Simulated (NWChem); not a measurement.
**Worked example: vertical ionisation energy of C7H16 (2,2-dimethylpentane)**

C7H16 has 23 atoms, charge 0, and is taken as a singlet. As SMILES, `CCCC(C)(C)C`. The coordinates come from a PBE0-D4/def2-TZVP relaxation. This is a higher conformer, about 10 kJ/mol above the lowest found by a separate search.

Both states at this one shape; open shells run unrestricted unless said. 1 Eh = 27.2114 eV.

| level | program | singlet C7H16 (Eh) | doublet [C7H16]+ (Eh) |
| --- | --- | --- | --- |
| B3LYP/STO-3G | NWChem | -273.113335 | -272.769615 |
| B3LYP/6-31G | NWChem | -276.325135 | -275.954704 |

Task: Work out the vertical ionisation energy at each level.

Result: 
1. B3LYP/STO-3G: -272.769615 − (-273.113335) = 0.343720 Eh = 9.35 eV.
2. B3LYP/6-31G: -275.954704 − (-276.325135) = 0.370431 Eh = 10.08 eV.

No measured value is set beside it here; the levels span 9.35 to 10.08 eV. Minimal sets are far from the basis-set limit.
